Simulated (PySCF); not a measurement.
# Field gradients at the hydrogen positions

Compound: C₈H₁₆Si.
Structure used (PBE0-D3(BJ)/def2-SVP), in Å, numbered top down from 1:
```xyz
25
C8H16Si angstrom
C     -2.2760   -0.2067    1.3351
C     -2.3609   -0.4611   -0.1663
C     -1.2186    0.3854   -0.7346
C     -0.1219    0.4043    0.3621
C      1.1708   -0.2835   -0.0577
C      2.2922   -0.3340    1.0199
Si     3.5291   -0.2786   -0.4110
C      1.9520    0.3656   -1.2368
C     -0.7731   -0.2559    1.5976
H     -2.6696    0.7988    1.5660
H     -2.8488   -0.9269    1.9395
H     -2.1763   -1.5308   -0.3659
H     -3.3412   -0.2171   -0.6037
H     -1.5741    1.4088   -0.9328
H     -0.8396   -0.0029   -1.6925
H      0.1356    1.4514    0.6018
H      0.9252   -1.3244   -0.3433
H      2.3194    0.6147    1.5838
H      2.2522   -1.1637    1.7388
H      3.9525   -1.6296   -0.8946
H      4.7406    0.5959   -0.3207
H      1.9033    1.4660   -1.1672
H      1.6548    0.0692   -2.2522
H     -0.4764    0.2226    2.5425
H     -0.4498   -1.3098    1.6616
```

Level: PBE0/pcSseg-1 (PySCF, non-relativistic); Q(2H) = 0.00286 b; rigid geometry, the same for H and D, with no vibrational averaging.

**Question.** Rank these positions by the coupling χzz of a deuteron there, largest first.
A. H22 (methylene hydrogen)
B. H17 (methine hydrogen)
C. H12 (methylene hydrogen)
D. H19 (methylene hydrogen)
E. H21 (Si–H hydrogen)

**Answer.** D (204 kHz), A (197 kHz), C (191 kHz), B (186 kHz), E (93 kHz).

**Question.** Give the electric field gradient Vzz (the principal value of largest size), its asymmetry and the 2H coupling at each hydrogen.

**Answer.** 
```json
{"atom": "H10", "bonded to": "C1", "bond length (Å)": "1.104", "Vzz (au)": "0.2842", "η": "0.00", "χzz (kHz)": "191"}
{"atom": "H11", "bonded to": "C1", "bond length (Å)": "1.101", "Vzz (au)": "0.2921", "η": "0.00", "χzz (kHz)": "196"}
{"atom": "H12", "bonded to": "C2", "bond length (Å)": "1.104", "Vzz (au)": "0.2848", "η": "0.01", "χzz (kHz)": "191"}
{"atom": "H13", "bonded to": "C2", "bond length (Å)": "1.101", "Vzz (au)": "0.2924", "η": "0.00", "χzz (kHz)": "196"}
{"atom": "H14", "bonded to": "C3", "bond length (Å)": "1.101", "Vzz (au)": "0.2893", "η": "0.01", "χzz (kHz)": "194"}
{"atom": "H15", "bonded to": "C3", "bond length (Å)": "1.101", "Vzz (au)": "0.2912", "η": "0.01", "χzz (kHz)": "196"}
{"atom": "H16", "bonded to": "C4", "bond length (Å)": "1.105", "Vzz (au)": "0.2816", "η": "0.01", "χzz (kHz)": "189"}
{"atom": "H17", "bonded to": "C5", "bond length (Å)": "1.107", "Vzz (au)": "0.2773", "η": "0.04", "χzz (kHz)": "186"}
{"atom": "H18", "bonded to": "C6", "bond length (Å)": "1.104", "Vzz (au)": "0.2925", "η": "0.05", "χzz (kHz)": "197"}
{"atom": "H19", "bonded to": "C6", "bond length (Å)": "1.099", "Vzz (au)": "0.3037", "η": "0.05", "χzz (kHz)": "204"}
{"atom": "H20", "bonded to": "Si7", "bond length (Å)": "1.496", "Vzz (au)": "0.1401", "η": "0.01", "χzz (kHz)": "94"}
{"atom": "H21", "bonded to": "Si7", "bond length (Å)": "1.497", "Vzz (au)": "0.1391", "η": "0.01", "χzz (kHz)": "93"}
{"atom": "H22", "bonded to": "C8", "bond length (Å)": "1.104", "Vzz (au)": "0.2930", "η": "0.05", "χzz (kHz)": "197"}
{"atom": "H23", "bonded to": "C8", "bond length (Å)": "1.099", "Vzz (au)": "0.3036", "η": "0.04", "χzz (kHz)": "204"}
{"atom": "H24", "bonded to": "C9", "bond length (Å)": "1.100", "Vzz (au)": "0.2938", "η": "0.00", "χzz (kHz)": "197"}
{"atom": "H25", "bonded to": "C9", "bond length (Å)": "1.104", "Vzz (au)": "0.2834", "η": "0.01", "χzz (kHz)": "190"}
```

**Question.** Average by the element that carries the hydrogen.

**Answer.** on C: 195 kHz over 14 positions, mean bond length 1.102 Å; on Si: 94 kHz over 2 positions, mean bond length 1.497 Å.

**Question.** How does χzz go with the bond length over the 14 C–H bonds?

**Answer.** A straight-line fit has a slope of -18.1 kHz for each 0.01 Å, with a correlation coefficient of -0.89, over lengths from 1.099 to 1.107 Å. The longer bonds have the smaller couplings here.

**Question.** A static deuteron (I = 1) shows a doublet split by (3/2)χ, (3/4)χ(1 + η) and (3/4)χ(1 − η) with the field along z, y and x of the gradient. What are these for H10?

**Answer.** With |χ| = 191.0 kHz and η = 0.003: 286, 144 and 143 kHz, to first order and without motion.

Isolated species at its PBE0-D3(BJ)/def2-SVP geometry (one conformer only). These gradients aren't converged with respect to the basis.

The run behind these numbers computed NMR shieldings as well. Hardware: an Arm Neoverse V2 with one thread, no GPU, on a shared host. Cost: 46 s of wall time, 1.2 GiB resident at most.
